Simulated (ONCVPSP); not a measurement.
**Al: variants of one ONCV potential**

Base potential:

| Quantity | Value |
| --- | --- |
| Element | Al |
| Generator | ONCVPSP 4.0.1 |
| Type | optimised norm-conserving Vanderbilt (ONCV) |
| Functional | PBE |
| Relativity | scalar-relativistic |
| Frozen core | [Ne] |
| Valence charge | 3 |
| Reference configuration | 3s1.5 3p1.5 |
| Partial waves | 3s: rc 2.20 bohr, ncon 3, nbas 6, qcut 2.7 1/bohr, 2 projectors, debl 2.4 Ha; 3p: rc 2.20 bohr, ncon 3, nbas 7, qcut 3.7 1/bohr, 2 projectors, debl 2 Ha; d scattering state at 0.24 Ha: rc 2.35 bohr, ncon 4, nbas 7, qcut 4.5 1/bohr, 2 projectors, debl 3.7 Ha |
| Local potential | polynomial inside 1.80 bohr (lpopt 5, dvloc0 0 Ha) |
| Core correction | Teter function, fcfact 1.5, rcfact 1.25 |

All-electron outer shells of the reference configuration (PBE, scalar-relativistic, ld1.x):

```csv
shell,level (eV),outermost node (bohr),outermost maximum (bohr)
2s,-109.10,0.16,0.50
2p,-70.57,–,0.43
3s,-8.18,0.80,2.09
3p,-3.04,0.82,2.61
```

Cutoffs, loose and tight: the cutoffs (Ha) at which the residual kinetic energy of the hardest occupied pseudo-wave falls to 1 and 0.1 mHa per electron. They do not see the model core or the augmentation charge, which bear on the density cutoff. Test errors are all-electron minus pseudo excitation energies from the reference, over the configurations 3s2 3p1; 3s2 3p0; 3s1 3p0; 3s2 3p0.5. A dash means not determined; rows that change the core or the reference have their own tests.

For the base: The cutoffs count occupied waves only; projector 2 of the d channel, the hardest unoccupied one, needs 38 Ha at the loose tolerance.

| change | outcome | cutoff, loose | cutoff, tight | bound ghosts | GHOST(+) flags above zero | largest test error (meV) |
| --- | --- | --- | --- | --- | --- | --- |
| base | generated | 6.3 Ha | 18 Ha | none | none | -4.9 |
| p: qcut 2.3 | generated | 6.3 Ha | 18 Ha | none | none | -4.7 |
| p: qcut 2.8 | generated | 6.3 Ha | 18 Ha | none | none | -4.7 |
| p: qcut 3.2 | generated | 6.3 Ha | 18 Ha | none | none | -4.7 |
| p: qcut 3.8 | generated | 6.3 Ha | 18 Ha | none | none | -4.9 |
| p: qcut 4.2 | generated | 6.3 Ha | 18 Ha | none | none | -5.0 |
| p: qcut 4.7 | generated | 6.3 Ha | 18 Ha | none | none | -5.0 |
| p: qcut 5 | generated | 6.3 Ha | 18 Ha | none | none | -5.0 |
| p: qcut 5.6 | generated | 6.3 Ha | 18 Ha | none | none | -5.0 |

Reading the sweep of the qcut of the p channel (base included, trends over the rows without a ghost): The loose cutoff stays near 6.3 Ha. The median size of the test errors (rows with all tests solved) stays near 2.1 meV.
